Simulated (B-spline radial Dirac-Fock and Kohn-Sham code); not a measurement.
**Eu⁵⁹⁺: scattering cross sections and density moments**

System: the Eu⁵⁹⁺ ion, configuration [He] 2s2.

Input of the calculation (task.json; shells as n, l, electrons):

```json
{"items": [{
  "Z": 63,
  "q": 59,
  "cfg": [[1, 0, 2], [2, 0, 2]],
  "A": 153,
  "rrms": 5.1115,
  "do": ["scatter"],
  "s": [0.0, 0.05, 0.1, 0.15, 0.2, 0.25, 0.3, 0.35, 0.4, 0.45, 0.5, 0.6, 0.7, 0.8, 0.9, 1.0, 1.1, 1.2, 1.4, 1.6, 1.8, 2.0, 2.5, 3.0, 3.5, 4.0, 5.0, 6.0],
  "pz": [0, 0.1, 0.2, 0.3, 0.4, 0.5, 0.6, 0.8, 1.0, 1.2, 1.4, 1.6, 1.8, 2.0, 2.5, 3.0, 4.0, 5.0, 7.0, 10.0, 15.0, 20.0, 30.0, 40.0, 60.0, 100.0],
  "hv_scatter": [1000, 2000, 5000, 17479.3, 30000, 50000, 100000, 200000]
}]}
```

Command: `python xray_run.py task.json out`

Calculated with a radial atomic solver, using relativistic Hartree-Fock (Dirac-Fock) wave functions, averaged over the configuration.

- Sum of ⟨r⟩: 0.2243 bohr
- Sum of ⟨r²⟩: 0.02047 bohr²
- Sum of ⟨1/r⟩: 176.25 per bohr
- Langevin diamagnetic susceptibility: -0.0162 × 10⁻⁶ cm³/mol
- Lamb shielding (α²/3)Σ⟨1/r⟩: 3128 ppm

Coherent scattering is the Thomson cross section weighted by f₀², without anomalous dispersion; incoherent scattering is Klein-Nishina weighted by S. The Lamb formula is the non-relativistic shielding expression. Electron correlation is left out. A dash stands where the photon energy is too low for the impulse approximation behind that column.

```
hν (keV)  coherent (b)  incoherent (b)  incoherent per electron (b)
       1         10.64               –                            –
       2         10.63               –                            –
       5         10.58               –                            –
 17.4793         9.901               –                            –
      30         8.718               –                            –
      50         6.645               –                            –
     100         3.536           1.016                        0.254
     200         1.636           1.140                        0.285
```
